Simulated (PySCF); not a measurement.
A species of formula C4H6F2O has this rotational fingerprint, computed with PBE0-D3(BJ)/def2-SVP geometry optimisation, gas phase in PySCF 2.14.0:

| Quantity | Value |
| --- | --- |
| Rotational constants | A = 7263, B = 1351, C = 1199 MHz |
| Dipole components | \|μa\| = 0.82 D, \|μb\| = 1.38 D, \|μc\| = 1.35 D |
| Inertial defect | -22.22 u·Å² |
| κ | -0.95 |

Question: Which candidate fits, each taken in the one conformer that was computed?
A. `[CH2:1]=[C:2]([CH2:3][F:4])[O:5][CH2:6][F:7]` with C1–C2–C3–F4 -3°, C1–C2–O5–C6 -16°, C2–O5–C6–F7 74°
B. `[F:1][CH:2]([F:3])[CH:4]1[CH2:5][O:6][CH2:7]1` with F1–C2–C4–C5 -167°
C. `[CH3:1][O:2]/[C:3](=[CH:4]\[F:5])[CH2:6][F:7]` with C1–O2–C3–C4 1°, O2–C3–C6–F7 -179°
D. `[F:1][CH:2]([F:3])[C@@H:4]1[CH2:5][CH2:6][O:7]1` with F1–C2–C4–C5 42°

Answer: A. It is C=C(CF)OCF, a near-prolate asymmetric top, point group C1. The candidates at the same level (rigid rotor, commonest isotopes):

| SMILES | A (MHz) | B (MHz) | C (MHz) | μa (D) | μb (D) | μc (D) | Δ (u·Å²) | point group | rotor |
| --- | --- | --- | --- | --- | --- | --- | --- | --- | --- |
| CO/C(=C\F)CF | 3960 | 1893 | 1302 | 0.89 | 1.34 | 0.04 | -6.45 | – | asymmetric top |
| FC(F)C1COC1 | 5281 | 1880 | 1501 | 0.35 | 0.05 | 0.40 | -27.74 | – | asymmetric top |
| FC(F)[C@@H]1CCO1 | 5147 | 1996 | 1879 | 1.00 | 1.12 | 0.34 | -82.43 | C1 | near-prolate asymmetric top |
| C=C(CF)OCF | 7263 | 1351 | 1199 | 0.82 | 1.38 | 1.35 | -22.22 | C1 | near-prolate asymmetric top |

`FC(F)C1COC1` has B 39 % too high; `FC(F)[C@@H]1CCO1` has C 57 % too high; `CO/C(=C\F)CF` has A 45 % too low. No structure here is proved a minimum.
